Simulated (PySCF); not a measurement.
Electron correlation in P⁺ (phosphorus, charge +1)

[Ne] 3s2 3p2, high-spin 3P determinant. All numbers are calculated (PySCF 2.14, scalar relativity by spin-free X2C-1e, in aug-cc-pVDZ-DK). Frozen: [Ne]; 4 electrons correlated.

MP2 pair energies summed by pair of shells (mhartree):

| pair | energy | share (%) |
| --- | --- | --- |
| 3s-3p | -30.25 | 60.2 |
| 3s-3s | -14.63 | 29.1 |
| 3p-3p | -5.38 | 10.7 |

Total MP2 correlation energy: -50.26 mhartree.

Same-spin part -8.37 and opposite-spin part -41.89 mhartree; SCS-MP2 scales them by 1/3 and 6/5 to -53.05 mhartree.

```
  level  correlation energy (mhartree)
   CCSD                         -70.96
    (T)                          -1.04
CCSD(T)                         -72.00
```

Diagnostics: T1 = 0.0085, D1 = 0.0232, largest double amplitude 0.104.

Cost of the coupled-cluster step: 0.15 s of wall time on 1 thread of Neoverse-V2 (shared host), for 4 correlated electrons.
